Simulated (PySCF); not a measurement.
Basis and Hamiltonian dependence of the excitation energy of Ag

Ag [Kr] 4d10 5s1 (2S) → Ag [Kr] 4d9 5s1 6s1 (4D). All values are computed (PySCF 2.14, energy differences of UHF-based or UKS calculations, no spin-orbit coupling). Values in eV.

| basis | Hamiltonian | functions | UHF | r2SCAN | PBE0 | MP2 (valence) | CCSD(T) (valence) |
| --- | --- | --- | --- | --- | --- | --- | --- |
| aug-cc-pVDZ-PP with ECP28MDF | ECP | 54 | 8.429 | 9.925 | 9.792 | 10.221 | 9.968 |
| ANO-RCC-VTZP | spin-free X2C | 68 | 8.879 | 10.359 | 10.241 | 10.601 | 10.394 |
| aug-cc-pwCVDZ-PP with ECP28MDF | ECP | 70 | 8.351 | 9.855 | 9.724 | 10.194 | 9.914 |
| aug-cc-pVTZ-PP with ECP28MDF | ECP | 88 | 8.296 | 9.803 | 9.682 | 10.235 | n/a |
| def2-QZVPPD with the def2 core potential (28 electrons) | ECP | 88 | 8.926 | 10.240 | 10.129 | 10.770 | 10.498 |
| x2c-TZVPPall with one added diffuse shell each of s, p, d, f type | spin-free X2C | 95 | 8.377 | 10.016 | 9.855 | 10.289 | 10.011 |
| aug-cc-pwCVTZ-PP with ECP28MDF | ECP | 122 | 8.279 | 9.790 | 9.671 | 10.248 | n/a |
| x2c-QZVPPall with one added diffuse shell each of s, p, d, f, g type | spin-free X2C | 143 | 8.307 | 9.971 | 9.803 | 10.289 | n/a |
| aug-cc-pVQZ-PP with one added diffuse shell each of s, p, d, f, g, h type with ECP28MDF | ECP | 171 | 8.266 | n/a | n/a | n/a | n/a |

Frozen in the all-electron rows: valence: [Kr]; with a core potential, the same shells as far as they lie outside it.

At UHF, ANO-RCC-VTZP, def2-QZVPPD with the def2 core potential (28 electrons) lie more than 0.3 eV from the median of the rows with comparable relativity. Of these, ANO-RCC-VTZP, def2-QZVPPD with the def2 core potential (28 electrons) have no diffuse functions of the l that the added or promoted electron needs.

The upper state lies above the first ionisation limit, but in LS coupling its spin forbids autoionisation to the ground ion. A Rydberg-like electron needs more diffuse functions than a valence basis has.
